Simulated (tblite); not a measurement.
C5H9FGe (charge +1 and doublet state).
SMILES with atom numbers: `[F:1][CH2:2][C+:3]1[CH:4][CH2:5][GeH2:6][CH2:7]1` (hydrogens: H8, H9 on C2; H10 on C4; H11, H12 on C5; H13, H14 on Ge6; H15, H16 on C7)

Computed with GFN2-xTB (tblite), gas phase: L-BFGS steps from a force-field or distance-geometry start until the largest atomic force falls under 0.01 eV/Å.

Step 38: E = -583.0179 eV
```
atom  x, y, z in Å  |  force x, y, z in eV/Å
F1      2.8217    0.0466   -0.9502    0.108   0.000   0.065
C2      2.2147   -0.2242    0.2404    0.031   0.044  -0.087
C3      0.7464   -0.0707    0.0946   -0.151   0.043  -0.061
C4      0.2208    0.9506   -0.6578   -0.003   0.054   0.002
C5     -1.1786    0.9731   -0.9978    0.080   0.038  -0.074
Ge6    -2.0300   -0.2592    0.4528    0.100  -0.072  -0.107
C7     -0.1786   -0.9895    0.7795   -0.212  -0.082   0.025
H8      2.5865    0.5329    0.9537    0.070  -0.160   0.081
H9      2.5078   -1.2313    0.5638    0.078   0.109  -0.028
H10     0.8671    1.7750   -0.9419   -0.067   0.009  -0.048
H11    -1.5512    1.9724   -1.2173   -0.049  -0.069   0.042
H12    -1.4265    0.3202   -1.8454    0.036   0.003   0.052
H13    -2.6640    0.5415    1.5513   -0.004   0.076   0.030
H14    -2.9464   -1.2310   -0.2345   -0.049   0.026   0.109
H15    -0.0835   -1.9987    0.3610    0.085  -0.009   0.020
H16     0.0862   -1.0991    1.8367   -0.053  -0.010  -0.019
```

Step 39: E = -583.0241 eV
```
atom  x, y, z in Å  |  force x, y, z in eV/Å
F1      2.8288    0.0655   -0.9394    0.127   0.030  -0.015
C2      2.2125   -0.2229    0.2389    0.006   0.009  -0.034
C3      0.7441   -0.0722    0.0886   -0.086   0.001  -0.009
C4      0.2194    0.9499   -0.6609   -0.007   0.013  -0.025
C5     -1.1789    0.9716   -1.0010    0.057   0.023  -0.059
Ge6    -2.0268   -0.2590    0.4549    0.010  -0.042  -0.077
C7     -0.1786   -0.9910    0.7779   -0.183  -0.042   0.019
H8      2.5792    0.5184    0.9686    0.070  -0.097   0.105
H9      2.5099   -1.2310    0.5515    0.062   0.050  -0.024
H10     0.8691    1.7691   -0.9459   -0.053   0.065  -0.062
H11    -1.5512    1.9700   -1.2191   -0.069  -0.038   0.025
H12    -1.4305    0.3159   -1.8450    0.041   0.007   0.047
H13    -2.6613    0.5508    1.5528    0.026   0.038  -0.013
H14    -2.9496   -1.2303   -0.2291   -0.031   0.043   0.120
H15    -0.0846   -1.9997    0.3622    0.083  -0.046   0.002
H16     0.0907   -1.0965    1.8337   -0.053  -0.014   0.001
```

Step 40: E = -583.0381 eV
```
atom  x, y, z in Å  |  force x, y, z in eV/Å
F1      2.8587    0.1731   -0.8942   -0.004   0.002   0.127
C2      2.2059   -0.2169    0.2369    0.130   0.024   0.059
C3      0.7379   -0.0812    0.0686    0.117  -0.076   0.085
C4      0.2174    0.9387   -0.6822    0.024  -0.076  -0.076
C5     -1.1799    0.9629   -1.0125   -0.002   0.011  -0.026
Ge6    -2.0194   -0.2526    0.4702   -0.192   0.058  -0.023
C7     -0.1795   -0.9949    0.7759   -0.081   0.023  -0.006
H8      2.5446    0.4581    1.0476    0.016  -0.107  -0.044
H9      2.5211   -1.2390    0.4866    0.014   0.049  -0.076
H10     0.8853    1.7364   -0.9801   -0.087   0.162  -0.081
H11    -1.5464    1.9602   -1.2334   -0.117   0.018  -0.013
H12    -1.4518    0.2939   -1.8390    0.055   0.021   0.031
H13    -2.6537    0.5879    1.5640    0.113  -0.069  -0.129
H14    -2.9607   -1.2207   -0.2054    0.010   0.083   0.154
H15    -0.0976   -2.0027    0.3601    0.066  -0.093  -0.011
H16     0.1104   -1.0943    1.8257   -0.064  -0.032   0.030
```

Step 41: E = -583.0442 eV
```
atom  x, y, z in Å  |  force x, y, z in eV/Å
F1      2.8717    0.2221   -0.8702   -0.064  -0.015   0.184
C2      2.2051   -0.2131    0.2374    0.153  -0.005   0.082
C3      0.7369   -0.0845    0.0616    0.167  -0.069   0.085
C4      0.2189    0.9334   -0.6943    0.037  -0.110  -0.050
C5     -1.1793    0.9587   -1.0166   -0.024   0.015   0.001
Ge6    -2.0202   -0.2493    0.4766   -0.200   0.101  -0.011
C7     -0.1815   -0.9967    0.7735   -0.009   0.024  -0.032
H8      2.5312    0.4269    1.0821    0.006  -0.084  -0.089
H9      2.5289   -1.2408    0.4551   -0.007   0.050  -0.092
H10     0.8939    1.7230   -0.9992   -0.119   0.169  -0.078
H11    -1.5479    1.9539   -1.2393   -0.116   0.042  -0.027
H12    -1.4590    0.2835   -1.8336    0.050   0.005  -0.002
H13    -2.6507    0.6048    1.5683    0.142  -0.105  -0.162
H14    -2.9700   -1.2155   -0.1906    0.013   0.085   0.151
H15    -0.0985   -2.0049    0.3559    0.038  -0.060   0.014
H16     0.1128   -1.0928    1.8222   -0.067  -0.045   0.027
```

Question: Estimate the geometry and energy of step 42. (The exact step hangs on the optimiser's Hessian estimate; all steps are aligned on step 41, rigid shifts and turns removed.)

Answer: E = -583.0551 eV, largest force 0.256 eV/Å
```
atom  x, y, z in Å  |  force x, y, z in eV/Å
F1      2.8884    0.2770   -0.8338   -0.055   0.039   0.101
C2      2.2079   -0.2084    0.2393    0.042  -0.076   0.102
C3      0.7387   -0.0873    0.0540    0.146  -0.038   0.059
C4      0.2232    0.9267   -0.7117    0.030  -0.127   0.040
C5     -1.1774    0.9541   -1.0215   -0.060   0.003   0.061
Ge6    -2.0264   -0.2450    0.4817   -0.083   0.143  -0.010
C7     -0.1864   -0.9988    0.7669    0.125   0.013  -0.063
H8      2.5201    0.3812    1.1200    0.016   0.039  -0.025
H9      2.5423   -1.2376    0.4157   -0.020  -0.082  -0.084
H10     0.9006    1.7127   -1.0232   -0.141   0.149  -0.069
H11    -1.5584    1.9438   -1.2439   -0.074   0.076  -0.046
H12    -1.4635    0.2711   -1.8257    0.026  -0.044  -0.076
H13    -2.6436    0.6260    1.5692    0.153  -0.122  -0.165
H14    -2.9872   -1.2085   -0.1643   -0.016   0.055   0.112
H15    -0.0912   -2.0093    0.3487   -0.023   0.030   0.064
H16     0.1052   -1.0891    1.8176   -0.067  -0.058  -0.002
```

The energy changes by -0.0109 eV. The first-order estimate −F·Δx gives -0.0164 eV and the mean of the old and new forces, exact on a quadratic surface, -0.0112 eV. The step makes an angle of 77° with the force vector and moves no atom by more than 0.068 Å.

What follows is the cost of the whole relaxation. Hardware: Arm Neoverse V2, one thread (shared host). Cost: 0.62 s of wall time.
